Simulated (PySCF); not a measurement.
## NMR problem set

Calculated, not measured (PySCF 2.14.0 with density-fitted response routines): geometry: GFN2-xTB, GIAO PBE0/pcSseg-1 shieldings. Non-relativistic, one averaged value for each set of equivalent atoms, single conformer, no solvent.

Shifts are taken against calculated references (same method and geometry level): $^{1}$H and $^{13}$C vs TMS. Splittings of carbon signals by F and P are missing where no couplings were computed. Where no couplings were computed, multiplicities follow the n + 1 count of equivalent neighbours, and m marks all less simple cases (inequivalent or close neighbours, rings, F or P nearby). Shifts are as computed. Against solution values, carbons near 30 ppm lie about +3 ppm off and those near 130 ppm about +5 ppm (rms about the fit 2.1 ppm; single classes can miss by 10 ppm). Of 1328 compounds with measured shifts, 309 miss one by over three times the rms of a fit or turn the order of signals round; such compounds aren't used in these exercises. Signals without a measured value on file couldn't be tested in this way; 1H shifts scatter by 0.2 ppm about their fit, and single ones miss by 0.5 ppm. OH and NH positions are gas-phase values without hydrogen bonding to other molecules.

(1) CH5F2NSi. $^{1}$H NMR (400 MHz, computed): δ 6.50 (m, 1H), 4.78 (m, 2H), 0.25 (br s, 2H). $^{13}$C{$^{1}$H} NMR (computed): δ 127.5 (CH). Identify the compound.

(2) C4H4F3N. $^{1}$H NMR (400 MHz, computed): δ 11.39 (br s, 1H), 8.77 (m, 1H), 6.58 (m, 1H), 5.82 (m, 1H). $^{13}$C{$^{1}$H} NMR (computed): δ 173.7 (C), 164.1 (CH), 121.9 (CH), 118.3 (CH). Identify the compound.

Answers

(1) SMILES C([SiH2]N)(F)F. Rings plus π bonds: 0. Carbon types of the structure: 1 × CH, leaving 4 H on heteroatoms. δC 127.5: sp3 CH bonded to 2 F and Si; 2 electronegative neighbours deshield it. δH 6.50: hydrogen on an sp3 CH bonded to 2 F and Si; its carbon carries F, hence the downfield position. δH 4.78: hydrogen on a silicon bonded to C, N. δH 0.25: hydrogen on a nitrogen bonded to Si; exchangeable; this is the value without hydrogen bonding to other molecules.

This is the structure that produced the data.

(2) `[H]/N=C\C=C(\F)C(F)F`. Rings plus π bonds: 2 (no ring in the answer). 4 carbon signals for 4 carbons: no two carbons are equivalent. Carbon types of the structure: 1 × C, 3 × CH, leaving 1 H on heteroatoms. δC 121.9: alkene CH; the olefinic region. δC 118.3: allylic sp3 CH bonded to 2 F; 2 electronegative neighbours deshield it. δH 11.39: hydrogen on an imine nitrogen; labile proton, position sensitive to the medium. δH 8.77: hydrogen on a C=N carbon.

The data come from this structure; uniqueness wasn't tested.
